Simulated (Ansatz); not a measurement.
`S=C[SiH2]Br` + NH₃ → `N[SiH2]C=S` + HBr at 298.15 K and 1 bar (ligand exchange at the Si–Br bond).

Gas-phase electronic energies from Ansatz, PBE0-D4/def2-TZVP geometries. CCSD(T)/CBS adds triple-zeta CCSD(T) − MP2 to the extrapolated MP2 energy (def2 sets, frozen cores). This one scheme is used for every species. For Br outer-core shells are correlated without core-valence functions, which leaves a few kJ/mol of doubt a bond. Scalar relativity is left out up to krypton. Each species was taken in one conformer, which may not be the lowest.

```json
{"species": "`S=C[SiH2]Br`", "CCSD(T)/CBS energy (Eh)": "-3300.04247", "H − E (kJ/mol)": "108.7", "S (J/(mol·K))": "347.9"}
{"species": "NH₃", "CCSD(T)/CBS energy (Eh)": "-56.50880", "H − E (kJ/mol)": "100.5", "S (J/(mol·K))": "192.4"}
{"species": "`N[SiH2]C=S`", "CCSD(T)/CBS energy (Eh)": "-782.61454", "H − E (kJ/mol)": "174.4", "S (J/(mol·K))": "332.5"}
{"species": "HBr", "CCSD(T)/CBS energy (Eh)": "-2573.91920", "H − E (kJ/mol)": "24.6", "S (J/(mol·K))": "198.6"}
```

H − E and S are ideal-gas, rigid-rotor, harmonic terms from PBE0-D4/def2-TZVP, for one conformer and one mirror image of each species. 1 Eh = 2625.50 kJ/mol, R = 8.31446 J/(mol·K).

Task: By hand: ΔE, ΔH, ΔS and ΔG.

Result: ΔE = (-782.61454) + (-2573.91920) − (-3300.04247) − (-56.50880) = 0.01753 Eh = 46.0 kJ/mol. Δ(H − E) = 174.4 + 24.6 − 108.7 − 100.5 = -10.2, so ΔH = 35.8 kJ/mol. ΔS = 332.5 + 198.6 − 347.9 − 192.4 = -9.2 J/(mol·K). ΔG = 35.8 − 298.15 × (-9.2)/1000 = 38.5 kJ/mol.

Task: By hand: the equilibrium constant, and the temperature at which ΔG would vanish if ΔH and ΔS stayed fixed.

Result: log₁₀ K = −ΔG/(RT ln 10) = -6.7. ΔH and −TΔS have one sign here, so there is no such temperature.

The number of gas molecules stays the same, so ΔS is small and ΔH decides. A doubt of 5 kJ/mol in ΔE shifts log₁₀ K by 0.9 here. Other conformers and mirror images would add mixing entropy, several J/(mol·K) or more a flexible species. Modes under 60 cm⁻¹, often nearly free rotors, make the harmonic entropy too high. These are equilibria of isolated gas molecules and say nothing of rates. Largest T1 diagnostic: 0.014 (customary marks: 0.02 for closed shells, 0.045 for open ones).

ΔS is within the doubt of such terms, so its sign, and with it that verdict, could turn.
